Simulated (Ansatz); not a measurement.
Computed with Ansatz on PBE0-D4/def2-TZVP structures; ΔE is electronic, products minus reactants. CCSD(T)/CBS is the MP2 limit (def2-TZVPP, def2-QZVPP) plus CCSD(T) − MP2 in def2-TZVPP, frozen cores. For Mg outer-core shells are correlated without core-valence functions, which leaves a few kJ/mol of doubt a bond. One conformer a species, not always the lowest.

Consider the redistribution: `[CH3][Mg][Cl]` + `[SiH3]OCS` → `[SH][Mg][Cl]` + `CCO[SiH3]`.

```csv
level,ΔE (kcal/mol)
CCSD/def2-SVP,-42.1
CCSD(T)/def2-SVP,-41.6
HF/def2-TZVPP,-42.4
HF/def2-QZVPP,-42.5
```

(1) What does CCSD(T)/CBS give? (Best estimate.)

Largest T1 diagnostic among the species: 0.012.

Results:

(1) Computed: -37.0 kcal/mol. The listed levels differ from it by -5.1, -4.6, -5.4, -5.5 kcal/mol.

From BLYP to BHLYP (50 % exact exchange), in def2-TZVPP and without D4, ΔE moves by −4.4 kcal/mol. In def2-TZVPP, CCSD(T) changes the Hartree–Fock value by +5.3 kcal/mol (the triples alone add +0.8 kcal/mol) and MP2 by +5.1 kcal/mol. At CCSD(T), def2-SVP lies −4.6 kcal/mol from the extrapolated value and def2-TZVPP −0.2 kcal/mol.
